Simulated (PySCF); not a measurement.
[MoF6]-: Mo(V) (d1), charge -1. The structure is a PBE0-D3(BJ)/def2-TZVP geometry optimised for multiplicity 2; coordination octahedral, point group D2h, metal–donor distances 1.87–1.90 Å.

The d shell alone is too small an active space for [MoF6]- (an active orbital has only 0.62 squared overlap with the free ion's shell): its levels, fitted parameters, g values and moments show what this model gives and aren't sound predictions.

```
7

Mo    0.000    0.000    0.000
F     0.000    0.000    1.898
F     0.000    0.000   -1.898
F     1.872    0.042    0.000
F    -1.872   -0.042    0.000
F     0.042    1.872    0.000
F    -0.042   -1.872    0.000
```

Method (PySCF 2.14, density fitting): CASSCF(1,5) with orbitals averaged over all microstates of the shell, strongly contracted NEVPT2 on the averaged canonical orbitals; basis x2c-TZVPall on the metal, x2c-SVPall elsewhere; spin-free X2C; IEF-PCM dichloromethane; spin-orbit coupling by state interaction with the mean-field operator over all roots.

Task: Which term lies lowest, and with what spin?

Result: 2B3g (from 2T2g) (S = 1/2, orbital degeneracy 1), with 1.0 electrons in the lower (t2g-type) set and 0.0 in the upper (eg-type) set, by NEVPT2.

Task: List the excited states of the same spin.

Result: By NEVPT2: 2B2g (from 2T2g) at 711 cm⁻¹; 2Ag (from 2T2g) at 845 cm⁻¹; 2Ag (from 2Eg) at 38389 cm⁻¹ (260 nm); 2B1g (from 2Eg) at 40414 cm⁻¹ (247 nm). All are electric-dipole forbidden at this geometry.

Task: What ligand-field parameters describe the result?

Result: At NEVPT2 level: orbital energies 0, 711, 845, 38389, 40414 cm⁻¹; 10Dq = 38882 cm⁻¹ (difference of the means of the two sets); ζ = 816 cm⁻¹ (free ion 986).

Task: What magnetic behaviour follows?

Result: The ground doublet has g = 0.649, 0.781, 1.130. μeff is 1.11 μB at 300 K and 0.77 μB at 10 K; the spin-only value is 1.73 μB.

No frequencies were computed for the optimised geometry. Charge-transfer states lie outside this active space and may come lower than some of these levels. NEVPT2 on the d shell alone tends to put d–d bands too high for such charged or covalently bound ions.

The job took 21 s on one thread of Intel Xeon Platinum 8259CL @ 2.50GHz (shared host), with 147 basis functions, launched as `OMP_NUM_THREADS=1 python lf_run.py task.json out`.
